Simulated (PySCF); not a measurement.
A GIAO shielding run with PySCF 2.14 (density fitting, non-relativistic, gas phase) on `C=C[C@@](C)(N)C[SiH2]SC`, C6H15NSSi:

```
$ OMP_NUM_THREADS=1 python probes_run.py task.json out

{"job": {"kind": "nmr", "xc": "PBE0", "basis": "pcSseg-1"}, "charge": 0, "multiplicity": 1}
C     -1.955855     1.422490     1.300232
C     -1.750749     0.978728     0.075286
C     -1.441999    -0.434271    -0.343893
C     -1.543862    -1.438014     0.809944
N     -2.385824    -0.746522    -1.421354
C     -0.037881    -0.467476    -0.963275
Si     1.331146     0.216224     0.141428
S      3.134180     0.030036    -1.010918
C      4.312299     0.730838     0.180716
H     -2.173147     2.460400     1.488982
H     -1.916033     0.787163     2.167901
H     -1.811742     1.656494    -0.765239
H     -1.326517    -2.440851     0.444639
H     -0.837386    -1.200829     1.599207
H     -2.550121    -1.434504     1.226702
H     -3.339324    -0.709738    -1.077038
H     -2.218230    -1.681921    -1.776873
H      0.196149    -1.495104    -1.251680
H     -0.072455     0.107730    -1.891050
H      1.555770    -0.542154     1.376365
H      1.179305     1.630471     0.481226
H      4.022876     1.748027     0.423732
H      5.286637     0.723915    -0.295473
H      4.331028     0.118632     1.076514
```

Hardware: 1 thread of an Arm Neoverse V1, shared host. The job also computes population analyses, field gradients.

(1) How large is the calculation?

(2) How long does it take, and how much memory does it need?

## Answers

(1) 88 electrons, 242 basis functions and 1294 auxiliary functions.

(2) 56 s of wall time, with 14 SCF cycles and 5 response iterations; peak memory 1.1 GiB. Times on a shared host scatter by some tens of per cent.
